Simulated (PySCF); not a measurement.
SMILES COC(=O)[SiH2][SiH2]c1cccs1 (C₆H₁₀O₂SSi₂) (GFN2-xTB optimised geometry):

```
21

C      0.028     1.050     3.677
O     -0.495    -0.183     3.197
C     -1.827    -0.344     3.181
O     -2.609     0.488     3.565
Si    -2.215    -2.026     2.351
Si    -1.539    -1.808     0.136
C     -0.352    -0.358     0.000
C      1.012    -0.358     0.000
C      1.583     0.931     0.000
C      0.642     1.911     0.009
S     -0.951     1.272     0.014
H      0.936     1.252     3.112
H     -0.706     1.844     3.528
H      0.257     0.963     4.741
H     -3.640    -2.284     2.567
H     -1.452    -3.020     3.113
H     -0.801    -2.974    -0.369
H     -2.642    -1.549    -0.799
H      1.591    -1.265    -0.004
H      2.642     1.120    -0.006
H      0.784     2.974     0.009
```

Level of theory: PBE/def2-SVP (PySCF).

Q: What are the frontier orbital energies and the dipole moment?

A: HOMO-2 -6.36 eV, HOMO-1 -5.93 eV, HOMO -5.86 eV, LUMO -1.68 eV, LUMO+1 -1.52 eV; dipole moment 2.51 D.

Meta-Löwdin charges at PBE/def2-SVP: C1 -0.11, O2 -0.30, C3 0.28, O4 -0.39, Si5 0.28, Si6 0.34, C7 -0.32, C8 -0.12, C9 -0.14, C10 -0.24, S11 0.27, H12 0.12, H13 0.12, H14 0.11, H15 -0.06, H16 -0.06, H17 -0.07, H18 -0.07, H19 0.12, H20 0.12, H21 0.13.
